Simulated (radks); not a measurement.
W64+, configuration [Ne] (the NIST ground configuration). All-electron calculation, Dirac Kohn-Sham, PBE, spin-unpolarised, spherical densities, point nucleus. Program: a radial shooting solver on a logarithmic mesh with Libxc functionals.

Normalised radial functions P(r) = r R(r) (large component), r in bohr:

r          2p1/2
0.001198  0.0807
0.00144   0.0987
0.001745  0.1224
0.002114  0.1527
0.002541  0.1898
0.003079  0.2395
0.003731  0.3037
0.004485  0.3827
0.005434  0.4884
0.006531  0.6175
0.007914  0.7880
0.009589  1.0019
0.01153   1.2538
0.01397   1.5695
0.01692   1.9380
0.02034   2.3321
0.02465   2.7652
0.02963   3.1673
0.0359    3.5213
0.04349   3.7431
0.05228   3.7697
0.06335   3.5575
0.07614   3.1201
0.09226   2.4728
0.1118    1.7415
0.1344    1.0886
0.1628    0.5630
0.1973    0.2362
0.2371    0.0810

2p1/2: eigenvalue -16871.8 eV, 0 radial nodes, <r> = 0.0625 bohr, 90 % of the charge inside 0.103 bohr.
